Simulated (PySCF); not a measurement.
## Working out the ionisation energy of O²⁺

O²⁺ [He] 2s2 2p2 (3P) → O³⁺ [He] 2s2 2p1 (2P). Calculation: PySCF 2.14, in aug-cc-pwCVDZ; the non-relativistic Hamiltonian (point nucleus). Frozen: nothing. Energies in hartree (1 hartree = 27.21139 eV):

```csv
part,O²⁺ (lower),O³⁺ (upper)
UHF,-73.084954,-71.081391
MP2 opposite-spin,-0.077053,-0.076666
MP2 same-spin,-0.012538,-0.005510
```

Task: What does Hartree-Fock give?

Result: (-71.081391) − (-73.084954) = 2.003563 hartree = 54.520 eV.

Task: What do MP2 and SCS-MP2 (6/5 opposite-spin, 1/3 same-spin) give?

Result: The opposite-spin parts differ by 0.011 eV and the same-spin parts by 0.191 eV. MP2: 54.520 + (0.011) + (0.191) = 54.722 eV. SCS-MP2: 54.520 + 1.2 × (0.011) + (0.191)/3 = 54.597 eV.

A first-order spin-orbit estimate adds -0.004 eV to MP2 (valence and next inner shell), giving 54.718 eV against 54.936 eV (semi-empirical (NIST evaluation); NIST Atomic Spectra Database, ionization energies).

A double-zeta basis recovers only part of the correlation energy.

What remains against the reference includes basis incompleteness and correlation beyond second order.
